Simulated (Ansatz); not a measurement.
Geometry optimisation, Ansatz 0.2.0, RKS PBE/def2-SVP.

input.yaml

```yaml
crystal:
  periodic: [false, false, false]
  atoms:
    - { symbol: Ga, position_ang: [-0.810448, -0.78064, 0.853335] }
    - { symbol: H, position_ang: [1.836001, -0.079053, 1.284171] }
    - { symbol: "N", position_ang: [2.103465, 0.222599, 0.32292] }
    - { symbol: H, position_ang: [1.954414, -0.582702, -0.298402] }
    - { symbol: H, position_ang: [1.446138, 0.962042, 0.044054] }
    - { symbol: "N", position_ang: [-1.283785, -0.047636, -0.826747] }
    - { symbol: H, position_ang: [-2.254957, -0.010777, -1.162166] }
    - { symbol: H, position_ang: [-0.672028, 0.316167, -1.566666] }
basis:
  gaussian: { orbitals: def2-SVP }
hamiltonian:
  xc: pbe
relax:
  f_tol: 0.03
  max_steps: 50
output:
  orbitals: {}
```

Run as:

```bash
$ ansatz run input.yaml --threads 2 --pin off --max-ram 3072MiB --backend cpu --events-out ev --progress --plain --runs-dir out
```

**Question.** Where does it end, and by what steps?

**Answer.** The forces met the threshold. The force dipped under the threshold on the way, but the program's further checks kept it going. After 11 steps the energy has fallen by 0.016 eV; H5 moved furthest, 0.35 Å.

| step | energy less start (eV) | largest force component (eV/Å) | accepted |
| --- | --- | --- | --- |
| 0 | 0.0000 | 0.510 | yes |
| 1 | 0.0168 | 1.169 | no |
| 2 | -0.0059 | 0.454 | yes |
| 3 | -0.0092 | 0.330 | yes |
| 4 | -0.0115 | 0.211 | yes |
| 5 | -0.0145 | 0.013 | yes |
| 6 | -0.0148 | 0.077 | yes |
| 7 | -0.0149 | 0.068 | yes |
| 8 | -0.0155 | 0.018 | yes |
| 9 | -0.0157 | 0.079 | yes |
| 10 | -0.0160 | 0.038 | yes |
| 11 | -0.0161 | 0.015 | yes |

```xyz
8
Properties=species:S:1:pos:R:3
Ga -0.746 -0.924 0.815
H 1.905 0.069 1.267
N 1.955 0.253 0.258
H 1.928 -0.646 -0.237
H 1.133 0.808 -0.013
N -1.166 0.014 -0.786
H -2.136 0.199 -1.069
H -0.554 0.227 -1.583
```

Whether the end is a true minimum wasn't checked by a vibrational analysis.

Time of the run: 15 s on 2 threads of Arm Neoverse V1 (shared host), peak memory 0.12 GiB.
